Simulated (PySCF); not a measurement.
**Spin-rotation constants: `InChI=1S/C3H6BNSi/c1-2-4(6)3-5/h2H,1H2,6H3`**

Molfile (atoms numbered from 1):
```
C3H6BNSi
     RDKit          3D

 12 11  0  0  0  0  0  0  0  0999 V2000
    2.2620    0.0723   -0.3340 C   0  0  0  0  0  0  0  0  0  0  0  0
    1.0757   -0.5146   -0.1455 C   0  0  0  0  0  0  0  0  0  0  0  0
   -0.2505    0.2614    0.0266 B   0  0  0  0  0  0  0  0  0  0  0  0
   -1.9654   -0.6693    0.3046 Si  0  0  0  0  0  4  0  0  0  0  0  0
   -0.2010    1.7713   -0.0246 C   0  0  0  0  0  0  0  0  0  0  0  0
   -0.2000    2.9225   -0.0583 N   0  0  0  0  0  0  0  0  0  0  0  0
    3.1777   -0.4882   -0.4515 H   0  0  0  0  0  0  0  0  0  0  0  0
    2.3576    1.1465   -0.3791 H   0  0  0  0  0  0  0  0  0  0  0  0
    1.0626   -1.6000   -0.1118 H   0  0  0  0  0  0  0  0  0  0  0  0
   -3.1420    0.1944    0.4519 H   0  0  0  0  0  0  0  0  0  0  0  0
   -2.2576   -1.5819   -0.8136 H   0  0  0  0  0  0  0  0  0  0  0  0
   -1.9178   -1.5151    1.5093 H   0  0  0  0  0  0  0  0  0  0  0  0
  1  2  2  0
  2  3  1  0
  3  4  1  0
  3  5  1  0
  5  6  3  0
  1  7  1  0
  1  8  1  0
  2  9  1  0
  4 10  1  0
  4 11  1  0
  4 12  1  0
M  END
```

Theory: PySCF 2.14.0, GIAO PBE0/ANO-RCC-VDZP magnetisability, rotational g tensor and spin-rotation constants, non-relativistic, gas phase. Geometry: GFN2-xTB.

Problem. Give the nuclear spin-rotation constants along the inertial axes (H = +C I·J) beside the isotropic shieldings.

Solution. Rotational constants 3.2867, 2.1063, 1.3020 GHz. A star marks the isotopologue with that one atom substituted, in its own axes.
```
atom  isotope  Caa (kHz)  Cbb (kHz)  Ccc (kHz)  mean (kHz)  σ (ppm)
  B3      11B      1.143      1.179      0.149       0.823     28.4
  N6      14N      0.733      0.302      0.300       0.445   -125.7
  H7       1H     -0.128      0.104     -0.146      -0.057     24.6
  H8       1H     -0.092      0.098     -0.151      -0.049     24.4
  H9       1H     -0.186      0.192     -0.153      -0.049     23.8
 H10       1H     -0.195      0.008     -0.128      -0.105     28.1
 H11       1H     -0.229     -0.151     -0.015      -0.132     28.0
 H12       1H     -0.229     -0.151     -0.016      -0.132     28.0
  C1     13C*      1.321      1.029      0.167       0.839     36.2
  C2     13C*      1.316      1.079      0.121       0.839     41.4
 Si4    29Si*     -1.348     -0.927     -0.619      -0.965    511.3
  C5     13C*      1.170      0.189      0.595       0.651     64.4
```
For the geometry as given, no vibrational averaging.
